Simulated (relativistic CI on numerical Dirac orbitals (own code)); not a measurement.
## Radial parameters of Au69+

Method of calculation: Dirac-Coulomb-Breit CI, orbitals from a KLI potential per configuration, QED by a radiative potential, unscaled Slater integrals (own radial code, finite nucleus).

Slater integrals F^k, G^k are unscaled and averaged over j, outside the closed core 1s2; ζ comes from projecting the Hamiltonian with its Breit term on Σ l·s of the shell.

- 2s2 2p5 3s: ζ(2p) = 1.0097e+07, G^1(2p,3s) = 163490 cm⁻¹; <r>(2p) = 0.06213, <r^2>(2p) = 0.00473, <r>(3s) = 0.1659, <r^2>(3s) = 0.03153 (bohr units).
- 2s2 2p5 3p: ζ(2p) = 1.0096e+07, F^2(2p,3p) = 426430, G^0(2p,3p) = 173050, G^2(2p,3p) = 187160, ζ(3p) = 2.8038e+06 cm⁻¹; <r>(2p) = 0.06215, <r^2>(2p) = 0.004733, <r>(3p) = 0.1628, <r^2>(3p) = 0.03077 (bohr units).
- 2s2 2p5 3d: ζ(2p) = 1.0104e+07, F^2(2p,3d) = 548290, G^1(2p,3d) = 516090, G^3(2p,3d) = 298320, ζ(3d) = 388830 cm⁻¹; <r>(2p) = 0.06215, <r^2>(2p) = 0.004734, <r>(3d) = 0.1437, <r^2>(3d) = 0.02375 (bohr units).

Averages of the first 10 configurations, taken without configuration mixing, which lowers the lowest level and can move excited configurations by several eV; other configurations of the list can lie among them:

```csv
Configuration,Parity,States,Average energy above the lowest level (eV)
2s2 2p6,even,1,0.8
2s2 2p5 3s,odd,12,10124.1
2s2 2p5 3p,even,36,10637.8
2s2 2p5 3d,odd,60,11064.9
2s 2p6 3s,even,4,11921.5
2s 2p6 3p,odd,12,12428.6
2s 2p6 3d,even,20,12855.7
2s2 2p5 4s,odd,12,14017.1
2s2 2p5 4p,even,36,14228.2
2s2 2p5 4d,odd,60,14399.6
```
